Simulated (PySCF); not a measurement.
## C₆ coefficients of unlike pairs at UHF

Calculated with PySCF 2.14 from the dipole response of each species, C₆(A,B) = (3/π) ∫ α_A(iu) α_B(iu) du, in atomic units, from isotropic polarisabilities. For ions this is the dispersion term alone; charge-induced terms of lower order in 1/R come first.

```
species           configuration                                                                                  basis      relativity  α (bohr³)  C₆ (like pair)
    In⁻  [Kr] 4d10 5s2 5p2 (3P)  aug-cc-pwCVTZ-DK3 with one added diffuse shell each of s, p, d, f type (11s10p8d5f1g)   spin-free X2C      640.4           13730
    Zn⁺      [Ar] 3d10 4s1 (2S)                                                                dyall-av2z (16s12p7d2f)            none      25.15           109.2
   Kr³⁺  [Ar] 3d10 4s2 4p3 (4S)                                              aug-cc-pVQZ-PP with ECP10MDF (7s6p5d3f2g)  core potential      5.581           21.70
    I³⁺  [Kr] 4d10 5s2 5p2 (3P)                   def2-QZVPPD with the def2 core potential (28 electrons) (8s7p5d4f1g)  core potential      10.57           60.22
```

Q: Estimate C₆ for Kr³⁺ with In⁻.

A: The integral gives 287.8. The combination rule 2 C_A C_B / (C_A α_B/α_A + C_B α_A/α_B) gives 228.3 and the geometric mean 545.8.

No spin-orbit coupling is included.

The other pairs:

```tsv
pair	C₆
Kr³⁺, Zn⁺	41.73
I³⁺, In⁻	525.0
I³⁺, Kr³⁺	35.95
Zn⁺, In⁻	998.5
I³⁺, Zn⁺	72.91
```
